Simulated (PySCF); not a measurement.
BaF2, SMILES [F][Ba][F] (connectivity only; charge and spin as stated), charge -1, multiplicity 2.

Geometry optimised at B3LYP-D3(BJ)/def2-TZVPD. The multiplicity is an assumed one; other spin states were not compared. The isomer is the one that the SMILES or the coordinates give; other isomers of the formula were not compared. The def2 effective core potentials stand for the cores of Ba; spin–orbit coupling is left out.

All values below come from C-PCM-B3LYP/def2-SVPD in PySCF.

The values are the electrostatic part of the solvation free energy, E(continuum) − E(gas) at the gas-phase geometry, in a cavity of scaled van der Waals radii (PySCF's table); cavitation and dispersion terms are not included. A continuum can't describe solvent molecules that bind to the metal.

### Question
Estimate the values in water (ε = 78.36), N,N-dimethylformamide (ε = 37.22), dimethylsulfoxide (ε = 46.83). (An estimate is asked for; the answer gives what the named calculation found.)

### Answer

| solvent | ε | ΔG(elec) (kcal/mol) |
|---|---|---|
| water | 78.36 | -50.3 |
| N,N-dimethylformamide | 37.22 | -49.5 |
| dimethylsulfoxide | 46.83 | -49.8 |
